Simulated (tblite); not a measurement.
A geometry optimisation, step by step.

C₇H₁₂GeO.
Atom-mapped SMILES: `[CH3:1][C@@:2]12[CH:3]=[CH:4][CH2:5][C@@H:6]1[C@@H:7]2[O:8][GeH3:9]` (hydrogens: H10, H11, H12 on C1; H13 on C3; H14 on C4; H15, H16 on C5; H17 on C6; H18 on C7; H19, H20, H21 on Ge9)

Computed with GFN2-xTB (tblite), gas phase: L-BFGS steps from a force-field or distance-geometry start until the largest atomic force falls under 0.01 eV/Å. 6 of its 136 geometries are shown.

Step 0: E = -736.2990 eV, largest atomic force 2.038 eV/Å
```
atom  x, y, z in Å  |  force x, y, z in eV/Å
C1     -0.947    1.935   -0.653   -0.316   0.612   0.412
C2     -0.472    0.581   -0.168   -0.351   0.130  -0.837
C3     -0.994    0.023    1.125    0.503   0.986   0.194
C4     -1.435   -1.209    0.983   -0.003  -0.338   0.793
C5     -1.251   -1.733   -0.387   -0.098  -0.282  -1.248
C6     -0.650   -0.555   -1.176    0.078   0.370   0.364
C7      0.759   -0.060   -0.812   -1.691  -1.118   0.206
O8      1.471   -0.958    0.009    0.772   1.062  -0.428
Ge9     2.780   -0.015    0.785    0.362   0.097   0.621
H10    -2.067    1.932   -0.730    0.975   0.039   0.049
H11    -0.524    2.188   -1.645   -0.225  -0.182   0.634
H12    -0.656    2.717    0.076   -0.176  -0.252  -0.469
H13    -1.035    0.578    2.067    0.117  -0.029  -0.574
H14    -1.850   -1.796    1.805    0.153   0.082  -0.466
H15    -2.237   -2.001   -0.824    0.587  -0.137   0.110
H16    -0.572   -2.607   -0.390   -0.405   0.308  -0.073
H17    -1.073   -0.238   -2.147    0.394  -0.678   0.534
H18     1.284    0.446   -1.642   -0.107  -0.164   0.748
H19     2.157    1.157    1.605    0.207  -0.482  -0.430
H20     3.729    0.559   -0.296   -0.395  -0.188   0.281
H21     3.575   -0.926    1.741   -0.382   0.162  -0.419
```

Step 27: E = -736.8339 eV, largest atomic force 0.073 eV/Å
```
atom  x, y, z in Å  |  force x, y, z in eV/Å
C1     -0.948    2.012   -0.639   -0.017  -0.032   0.007
C2     -0.615    0.587   -0.279    0.009  -0.012   0.034
C3     -1.029    0.067    1.048    0.001  -0.013   0.016
C4     -1.344   -1.221    1.003    0.029   0.009  -0.024
C5     -1.241   -1.785   -0.385    0.011   0.012   0.006
C6     -0.709   -0.622   -1.200   -0.010   0.012   0.009
C7      0.635   -0.072   -0.823   -0.008   0.010   0.012
O8      1.493   -0.787    0.004   -0.017  -0.018  -0.010
Ge9     2.796    0.023    0.853   -0.021  -0.021  -0.021
H10    -2.027    2.147   -0.693   -0.013   0.018  -0.019
H11    -0.511    2.284   -1.598   -0.028  -0.013   0.001
H12    -0.557    2.685    0.124    0.002   0.002  -0.038
H13    -1.055    0.701    1.918    0.021  -0.010  -0.001
H14    -1.636   -1.837    1.839    0.008   0.049  -0.053
H15    -2.219   -2.110   -0.756    0.028   0.001   0.035
H16    -0.568   -2.645   -0.417    0.021   0.040   0.018
H17    -1.022   -0.531   -2.230    0.012  -0.011   0.000
H18     1.149    0.478   -1.609   -0.017   0.026  -0.001
H19     2.268    1.143    1.706   -0.014  -0.034   0.006
H20     3.738    0.593   -0.174    0.013   0.011   0.027
H21     3.394   -1.093    1.631   -0.012  -0.026  -0.004
```

Step 54: E = -736.8787 eV, largest atomic force 0.087 eV/Å
```
atom  x, y, z in Å  |  force x, y, z in eV/Å
C1     -1.058    2.039   -0.738   -0.025   0.020  -0.007
C2     -0.627    0.659   -0.329    0.036  -0.006   0.049
C3     -0.939    0.179    1.037    0.023  -0.069   0.048
C4     -1.167   -1.129    1.055   -0.027  -0.044  -0.022
C5     -1.082   -1.742   -0.313    0.006  -0.039  -0.001
C6     -0.732   -0.573   -1.212   -0.046   0.008   0.014
C7      0.611    0.040   -0.949   -0.022  -0.060  -0.037
O8      1.521   -0.709   -0.224    0.023   0.031   0.044
Ge9     2.692   -0.167    0.943    0.021   0.014   0.008
H10    -2.134    2.148   -0.611   -0.028   0.022   0.000
H11    -0.813    2.218   -1.780    0.008   0.040  -0.064
H12    -0.561    2.792   -0.129    0.017   0.023   0.012
H13    -0.972    0.846    1.883    0.033  -0.014  -0.036
H14    -1.381   -1.733    1.923    0.008   0.066  -0.037
H15    -2.016   -2.226   -0.613    0.007   0.037   0.054
H16    -0.288   -2.492   -0.334   -0.012  -0.062  -0.020
H17    -1.145   -0.539   -2.208   -0.008   0.011  -0.026
H18     1.065    0.602   -1.760   -0.018   0.039  -0.041
H19     2.074    0.705    1.999   -0.008  -0.019  -0.011
H20     3.794    0.591    0.245   -0.017   0.012   0.029
H21     3.149   -1.492    1.437    0.031  -0.009   0.041
```

Step 81: E = -736.8947 eV, largest atomic force 0.027 eV/Å
```
atom  x, y, z in Å  |  force x, y, z in eV/Å
C1     -1.063    2.035   -0.760    0.011   0.006   0.009
C2     -0.601    0.663   -0.349    0.017  -0.008   0.001
C3     -0.844    0.185    1.032    0.007  -0.009  -0.004
C4     -1.076   -1.122    1.065    0.018   0.001   0.002
C5     -1.085   -1.737   -0.304   -0.008  -0.009   0.002
C6     -0.739   -0.577   -1.216   -0.007  -0.016  -0.001
C7      0.615    0.042   -1.008   -0.004  -0.018  -0.014
O8      1.570   -0.671   -0.307   -0.008  -0.006  -0.003
Ge9     2.628   -0.177    0.987    0.012  -0.013  -0.020
H10    -2.132    2.140   -0.581    0.001   0.019  -0.001
H11    -0.872    2.197   -1.818   -0.008   0.015  -0.002
H12    -0.539    2.802   -0.192   -0.001   0.013   0.009
H13    -0.822    0.854    1.877   -0.011  -0.004  -0.006
H14    -1.249   -1.716    1.946    0.000   0.008   0.005
H15    -2.065   -2.159   -0.541   -0.002   0.001  -0.008
H16    -0.347   -2.540   -0.380    0.011   0.019   0.010
H17    -1.178   -0.538   -2.202   -0.010  -0.021  -0.003
H18     1.023    0.594   -1.851    0.014   0.014   0.007
H19     1.904    0.572    2.067   -0.016  -0.009   0.006
H20     3.742    0.687    0.450   -0.020  -0.002   0.000
H21     3.122   -1.517    1.408    0.005   0.019   0.011
```

Step 108: E = -736.8974 eV, largest atomic force 0.015 eV/Å
```
atom  x, y, z in Å  |  force x, y, z in eV/Å
C1     -1.038    2.042   -0.752   -0.001   0.004  -0.001
C2     -0.595    0.658   -0.356   -0.005   0.000   0.002
C3     -0.835    0.186    1.028    0.009   0.002   0.001
C4     -1.070   -1.120    1.067    0.002  -0.012   0.004
C5     -1.082   -1.742   -0.299   -0.003   0.008   0.000
C6     -0.749   -0.584   -1.219    0.004   0.001  -0.003
C7      0.611    0.025   -1.023    0.001   0.004   0.004
O8      1.566   -0.691   -0.325   -0.001  -0.003  -0.004
Ge9     2.599   -0.174    0.982    0.010  -0.007  -0.009
H10    -2.104    2.166   -0.565   -0.004  -0.003  -0.005
H11    -0.849    2.216   -1.810   -0.002  -0.001  -0.002
H12    -0.499    2.794   -0.177    0.008  -0.004  -0.001
H13    -0.813    0.858    1.869   -0.008   0.000  -0.009
H14    -1.244   -1.708    1.952   -0.002  -0.003   0.003
H15    -2.058   -2.177   -0.530    0.003   0.001  -0.003
H16    -0.331   -2.533   -0.373   -0.012   0.003   0.006
H17    -1.198   -0.552   -2.201    0.003   0.001   0.002
H18     1.021    0.576   -1.866   -0.004   0.001   0.005
H19     1.836    0.532    2.062   -0.002  -0.002   0.010
H20     3.677    0.739    0.459   -0.001   0.006  -0.001
H21     3.145   -1.494    1.399    0.003   0.002   0.000
```

Step 135: E = -736.8994 eV, largest atomic force 0.009 eV/Å
```
atom  x, y, z in Å  |  force x, y, z in eV/Å
C1     -1.018    2.042   -0.771   -0.001   0.002  -0.001
C2     -0.592    0.657   -0.360   -0.001   0.001   0.002
C3     -0.843    0.196    1.025    0.000  -0.003   0.001
C4     -1.088   -1.107    1.073    0.001   0.000  -0.002
C5     -1.099   -1.738   -0.289   -0.002   0.000  -0.001
C6     -0.748   -0.590   -1.215    0.000   0.004   0.000
C7      0.613    0.013   -1.016    0.003   0.002   0.002
O8      1.569   -0.702   -0.317    0.002   0.000   0.004
Ge9     2.601   -0.180    0.990    0.002  -0.004  -0.008
H10    -2.073    2.197   -0.549    0.000  -0.006  -0.001
H11    -0.864    2.188   -1.838    0.002   0.001  -0.001
H12    -0.439    2.793   -0.233   -0.001  -0.003   0.001
H13    -0.824    0.876    1.861    0.005   0.000  -0.003
H14    -1.271   -1.688    1.962    0.001   0.003  -0.004
H15    -2.079   -2.162   -0.523   -0.003  -0.003  -0.001
H16    -0.359   -2.539   -0.354    0.000  -0.001   0.008
H17    -1.190   -0.563   -2.200   -0.004   0.002   0.000
H18     1.026    0.558   -1.862    0.004   0.002  -0.004
H19     1.816    0.338    2.159    0.006  -0.001   0.002
H20     3.550    0.890    0.513   -0.008   0.001   0.003
H21     3.302   -1.463    1.267   -0.006   0.002   0.002
```

**Question.** Summarise the path.

**Answer.** The energy falls by 0.6004 eV from step 0 to step 135; nine tenths of that is first reached at step 33. It falls at every step. The largest force goes from 2.038 to 0.009 eV/Å. Among the bonds Ge9–H19 changes most, from 1.560 to 1.501 Å; the atoms move by 0.465 Å rms after alignment.

The cost below is that of the whole relaxation. Hardware: one thread, Arm Neoverse N1 (aarch64), no GPU, shared host. Cost: 1.9 s of wall time.
